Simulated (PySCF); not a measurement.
UHF on Zn (zinc, neutral)

Configuration: [Ar] 3d10 4s2, closed-shell 1S. Computed with PySCF 2.14 in aug-cc-pVQZ-PP with ECP10MDF, with scalar relativity through the core potential.

* Total energy: -225.964003 hartree
* One-electron energy: -408.3596 hartree
* Hartree (Coulomb) energy: 202.2447 hartree
* Exchange energy: -19.8491 hartree
* ⟨S²⟩: 0.0000
* ⟨L²⟩: 0.000
* Sum of ⟨r⟩: 20.20 bohr
* Sum of ⟨r²⟩: 33.93 bohr²

```
shell  electrons  mean orbital energy (eV)  rms radius, mean of both spins (bohr)
   3s          2                   -159.61                                  0.733
   3p          6                   -107.10                                  0.777
   3d         10                   -20.751                                   1.01
   4s          2                    -8.125                                   3.09
```

Energies and moments cover only the electrons outside the core potential.
